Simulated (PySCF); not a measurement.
CH6F2Si3, SMILES F[Si@H]1[SiH2][Si@H](C1)F. Geometry: PBE0-D3(BJ)/def2-SVP. The structure was generated by enumeration; whether it is a known compound was not checked.

Task: Give the equilibrium geometry at PBE0-D3(BJ)/def2-SVP (PySCF confirms it by a frequency run) as Cartesian coordinates in Å, and its point group. (An estimate is asked for; the answer gives what the named calculation found.)

Result: point group Cs.
```xyz
12

F     -1.0399    -0.9249    -1.8305
Si     0.3215    -0.1184    -1.4317
C      1.1847    -1.0015     0.0000
Si     0.3215    -0.1184     1.4317
F     -1.0399    -0.9249     1.8305
Si    -0.1757     1.6898     0.0000
H      1.1232     0.0265    -2.6820
H      2.2484    -0.6944     0.0000
H      1.1516    -2.1030     0.0000
H      1.1232     0.0265     2.6820
H     -1.5095     2.3560     0.0000
H      0.9288     2.7025     0.0000
```
Charge 0, spin multiplicity 1.
